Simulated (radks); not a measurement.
Results of a calculation; reference values are marked as such.
Cd33+, configuration [Ne] 3s2 3p2 7f1 (not the ground configuration). Level of theory: scalar-relativistic Kohn-Sham, r2SCAN, spin-polarised, spherical densities, finite nucleus; open shells are filled with parallel spins first (spin-orbit coupling, left out, can overturn this in heavy ions); meta-GGA in the generalised Kohn-Sham scheme; Fermi nuclear charge, rms radius 4.6087 fm (a radial shooting solver on a logarithmic mesh with Libxc functionals).

Normalised radial functions P(r) = r R(r), r in bohr:

r	3p down
0.004107	0.0291
0.005434	0.0477
0.007132	0.0765
0.009362	0.1215
0.01239	0.1927
0.01626	0.2956
0.02134	0.4406
0.02801	0.6313
0.03706	0.8633
0.04865	1.0813
0.06386	1.2053
0.08449	1.0984
0.1109	0.6350
0.1456	-0.2018
0.1911	-1.1962
0.2528	-1.9189
0.3318	-1.9136
0.4356	-1.2767
0.5763	-0.5217
0.7564	-0.1231
0.9929	-0.0141
1.303	-0.0006
1.724	0.0000
2.263	0.0000
2.971	0.0000
3.931	0.0000
5.16	0.0000

3p down (empty): eigenvalue -2097.4 eV, 1 radial node at r = 0.137 bohr, <r> = 0.308 bohr, 90 % of the charge inside 0.456 bohr.
